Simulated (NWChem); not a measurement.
System meant: CH₆FNSi₂; SMILES F[Si@H]1CN[SiH2]1

NWChem input:

```
start job
memory heap 200 mb stack 900 mb global 1100 mb
geometry units angstroms noautoz
  F     -0.374338     2.209628     0.477306
  Si    -0.029152     0.903220    -0.423613
  C      1.518483    -0.095511     0.127547
  N      0.827442    -1.405216     0.134760
  Si    -0.908502    -1.201334     0.063071
  H      0.023062     1.377237    -1.835831
  H      2.360155    -0.069976    -0.579237
  H      1.899331     0.207097     1.114860
  H      1.374939    -2.227493     0.361973
  H     -1.680819    -1.405344     1.328746
  H     -1.588498    -2.032701    -0.974199
end
basis spherical
  * library def2-svp
end
dft
  xc pbe0
  iterations 4
  mulliken
end
task dft energy
```

End of the output:

```
    Atom       Charge   Shell Charges
 -----------   ------   -------------------------------------------------------
    1 F    9     9.22   1.98  1.02  0.77  3.21  2.23  0.01
    2 Si  14    13.52   2.00  1.93  0.68  0.34  5.81  1.26  1.01  0.48
    3 C    6     6.15   1.96  0.60  0.33  1.87  1.29  0.09
    4 N    7     7.24   1.97  0.73  0.43  2.27  1.81  0.03
    5 Si  14    13.68   2.00  1.93  0.67  0.36  5.82  1.30  1.22  0.38
    6 H    1     1.10   0.65  0.43  0.03
    7 H    1     0.98   0.64  0.26  0.07
    8 H    1     0.98   0.64  0.27  0.07
    9 H    1     0.94   0.60  0.21  0.13
   10 H    1     1.10   0.64  0.43  0.03
   11 H    1     1.10   0.64  0.43  0.03

 center of mass
 --------------
 x =  -0.04581632 y =   0.11411142 z =   0.01839973

 moments of inertia (a.u.)
 ------------------
         763.781723264267          -0.000000000000          -0.000000000000
          -0.000000000000         347.406047498803           0.000000000000
          -0.000000000000           0.000000000000         984.600681385062

     Multipole analysis of the density
     ---------------------------------

     L   x y z        total         alpha         beta         nuclear
     -   - - -        -----         -----         ----         -------
     0   0 0 0     -0.000000    -28.000000    -28.000000     56.000000

     1   1 0 0      0.456064      0.228032      0.228032     -0.000000
     1   0 1 0     -0.543107     -0.271553     -0.271553      0.000000
     1   0 0 1     -0.126738     -0.063369     -0.063369     -0.000000

     2   2 0 0    -31.690258   -101.347402   -101.347402    171.004546
     2   1 1 0     -0.780539     -3.468268     -3.468268      6.155996
     2   1 0 1      0.811538     -0.159608     -0.159608      1.130753
     2   0 2 0    -34.651814   -200.137924   -200.137924    365.624035
     2   0 1 1     -1.670809      2.611855      2.611855     -6.894519
     2   0 0 2    -34.231674    -39.720906    -39.720906     45.210137

 ------------------------------------------------------------------------
 dft energy failed                                                                                  0
 ------------------------------------------------------------------------
 ------------------------------------------------------------------------
  current input line :
    24: task dft energy
 ------------------------------------------------------------------------
 ------------------------------------------------------------------------
 This type of error is most commonly associated with calculations not reaching convergence criteria
 ------------------------------------------------------------------------
 For more information see the NWChem manual at https://nwchemgit.github.io

0:dft energy failed:Received an Error in Communication
```

Task: Can this run be used? If not, why, and what is the fix?

Result: The run did not converge; its last values are not results. Cause: the SCF was allowed too few iterations. This input runs:
```
start job
memory heap 200 mb stack 900 mb global 1100 mb
geometry units angstroms noautoz
  F     -0.374338     2.209628     0.477306
  Si    -0.029152     0.903220    -0.423613
  C      1.518483    -0.095511     0.127547
  N      0.827442    -1.405216     0.134760
  Si    -0.908502    -1.201334     0.063071
  H      0.023062     1.377237    -1.835831
  H      2.360155    -0.069976    -0.579237
  H      1.899331     0.207097     1.114860
  H      1.374939    -2.227493     0.361973
  H     -1.680819    -1.405344     1.328746
  H     -1.588498    -2.032701    -0.974199
end
basis spherical
  * library def2-svp
end
dft
  xc pbe0
  iterations 150
  mulliken
end
task dft energy
```
It converges to -774.55804 Ha (PBE0/def2-SVP).
